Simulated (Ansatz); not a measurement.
Reaction (redistribution): `[PH2][SnH2][SH]` + `[BH2][GeH2][OH]` → `[OH][SnH2][SH]` + `[BH2][GeH2][PH2]`

Program: Ansatz. Geometries: PBE0-D4/def2-TZVP. ΔE: electronic, gas phase. CCSD(T)/CBS is the MP2 limit (def2-TZVPP, def2-QZVPP) plus CCSD(T) − MP2 in def2-TZVPP, frozen cores. DFT in def2-TZVPP. HSE06 is defined as in plane-wave codes. def2 core potentials past Kr. For Ge, Sn outer-core shells are correlated without core-valence functions, which leaves a few kJ/mol of doubt a bond. Scalar relativity is left out up to krypton. One conformer a species, not always the lowest.

```json
{"level": "BLYP-D4", "ΔE (kJ/mol)": "3.9", "difference from CCSD(T)/CBS": "-2.6"}
{"level": "HSE06-D4", "ΔE (kJ/mol)": "7.6", "difference from CCSD(T)/CBS": "1.1"}
{"level": "B2PLYP", "ΔE (kJ/mol)": "7.9", "difference from CCSD(T)/CBS": "1.4"}
{"level": "BLYP", "ΔE (kJ/mol)": "4.1", "difference from CCSD(T)/CBS": "-2.4"}
{"level": "PBE0", "ΔE (kJ/mol)": "7.5", "difference from CCSD(T)/CBS": "1.0"}
{"level": "BHLYP", "ΔE (kJ/mol)": "12.2", "difference from CCSD(T)/CBS": "5.7"}
{"level": "RPA@PBE/def2-TZVPP", "ΔE (kJ/mol)": "7.4", "difference from CCSD(T)/CBS": "0.9"}
{"level": "CCSD(T)/def2-TZVPP", "ΔE (kJ/mol)": "8.1", "difference from CCSD(T)/CBS": "1.6"}
{"level": "HF/def2-QZVPP", "ΔE (kJ/mol)": "17.7", "difference from CCSD(T)/CBS": "11.2"}
{"level": "SCS-MP2/def2-QZVPP", "ΔE (kJ/mol)": "9.4", "difference from CCSD(T)/CBS": "2.9"}
{"level": "CCSD(T)/CBS", "ΔE (kJ/mol)": "6.5", "difference from CCSD(T)/CBS": "0"}
```

Largest T1 diagnostic among the species: 0.013.

At CCSD(T), def2-SVP lies +4.7 kJ/mol from the extrapolated value and def2-TZVPP +1.6 kJ/mol. In def2-TZVPP, CCSD(T) changes the Hartree–Fock value by −9.9 kJ/mol (the triples alone add −2.1 kJ/mol) and MP2 by −8.9 kJ/mol.
